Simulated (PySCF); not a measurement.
PySCF 2.14 output of an unrestricted M06-L calculation on a single atom or ion in x2c-TZVPPall with one added diffuse shell each of s, p, d type (6s4p3d1f, 40 functions), with scalar relativity by spin-free X2C-1e:

```
SCF conv_tol = 1e-09
number electrons alpha = 6  beta = 2
    Y. Zhao and D. G. Truhlar.,  J. Chem. Phys. 125, 194101 (2006)
    Y. Zhao and D. G. Truhlar.,  J. Chem. Phys. 125, 194101 (2006)
    Y. Zhao and D. G. Truhlar.,  Theor. Chem. Acc. 120, 215 (2008)
cycle= 1 E= -97.3518719091647  delta_E= -0.00274  |g|= 0.0115  |ddm|= 0.0364
cycle= 2 E= -97.3519019231074  delta_E= -3e-05  |g|= 0.00377  |ddm|= 0.0066
cycle= 3 E= -97.3519054875948  delta_E= -3.56e-06  |g|= 0.000641  |ddm|= 0.00173
cycle= 4 E= -97.3519055932359  delta_E= -1.06e-07  |g|= 2.16e-05  |ddm|= 0.00032
cycle= 5 E= -97.3519055934171  delta_E= -1.81e-10  |g|= 7.07e-07  |ddm|= 1.51e-05
converged SCF energy = -97.3519055934171  <S^2> = 6.0011436  2S+1 = 5.0004574
```

The run itself started from symmetry-adapted Hartree-Fock orbitals and held the occupation by maximum overlap, on a logarithmic radial grid, so the iterations belong to that start.

Q: Which element, charge and spin multiplicity is this?

A: F⁺ (fluorine, charge +1), multiplicity 5; the state was [He] 2s1 2p4 3d1, one real determinant (an excited configuration).

⟨L²⟩ = 8.00 against 12 for a pure F term, so this real determinant mixes terms. The outer electron is Rydberg-like, and this basis confines it to a smaller radius and binds it less than a complete one would. At M06-L the highest occupied level has a positive energy, so only the finite basis holds that electron; for this excited configuration the basis is too tight for the outer shell.
